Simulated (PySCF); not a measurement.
Species: trans-1,2-dimethylcyclohexane, C8H16.
Geometry (PBE0-D3(BJ)/def2-SVP, Å), atoms numbered from 1 in this order:
```xyz
24
C8H16 angstrom
C      2.250   -0.625    0.377
C      0.754   -0.357    0.482
C     -0.044   -1.549   -0.052
C     -1.550   -1.342    0.044
C     -1.969   -0.059   -0.661
C     -1.190    1.135   -0.129
C      0.326    0.944   -0.221
C      1.053    2.173    0.309
H      2.506   -1.595    0.830
H      2.569   -0.658   -0.679
H      2.851    0.143    0.884
H      0.500   -0.240    1.554
H      0.253   -2.462    0.490
H      0.236   -1.715   -1.110
H     -1.840   -1.283    1.108
H     -2.084   -2.210   -0.376
H     -3.053    0.109   -0.551
H     -1.780   -0.162   -1.745
H     -1.477    2.053   -0.669
H     -1.459    1.306    0.930
H      0.582    0.828   -1.293
H      2.137    2.129    0.130
H      0.677    3.089   -0.174
H      0.896    2.284    1.395
```

Computed, not measured: PBE0-D3(BJ)/def2-SVP geometry optimisation, gas phase (PySCF 2.14.0).

Take the most abundant isotopes and a rigid rotor. The values belong to one conformer with, in the numbering `[CH3:1][C@@H:2]1[CH2:3][CH2:4][CH2:5][CH2:6][C@H:7]1[CH3:8]`, C1–C2–C3–C4 179°, C2–C3–C4–C5 55°, C3–C4–C5–C6 -55°, C4–C5–C6–C7 55°.

Give the principal moments of inertia and the rotational constants in cm⁻¹.

Ia = 191.78, Ib = 265.35, Ic = 419.54 u·Å²; 505379 MHz·u·Å²/I gives 2635, 1905 and 1205 MHz, that is A = 0.08790, B = 0.06353, C = 0.04018 cm⁻¹.

Classify the top.

An asymmetric top: κ = (2 × 1905 − 2635 − 1205)/(2635 − 1205) = -0.02.

What does the inertial defect say?

Not planar: Δ = Ic − Ia − Ib = -37.59 u·Å². For a rigid frame Δ = −2 Σ m c², so Σ m c² = 18.80 u·Å² lies off the ab plane: 14.23 from hydrogen and 4.57 from heavier atoms. The atom farthest from that plane is 1.39 Å away.

Give the other two planar moments, Paa and Pbb, and the rms extents of the mass along the axes.

Paa = Σ m a² = (Ib + Ic − Ia)/2 = 246.55 and Pbb = Σ m b² = (Ia + Ic − Ib)/2 = 172.98 u·Å². With the mass M = 112.13 u, the rms extents √(P/M) along a, b and c are 1.48, 1.24, 0.41 Å.

The dipole components are |μa| = 0.03 D, |μb| = 0.00 D, |μc| = 0.00 D.

Estimate the classical rotational partition function at 100 K, 200 K and 500 K.

Point group C2, symmetry number σ = 2; q = (√π/σ)·√((kT/h)³/(ABC)), k/h = 20836.6 MHz/K: 34300 at 100 K, 97000 at 200 K, 383000 at 500 K.

Whether it is a minimum is left open (no frequencies). Zero-point vibration and centrifugal distortion are left out. A rigid rotor knows nothing of internal rotation, which can split or shift real lines.
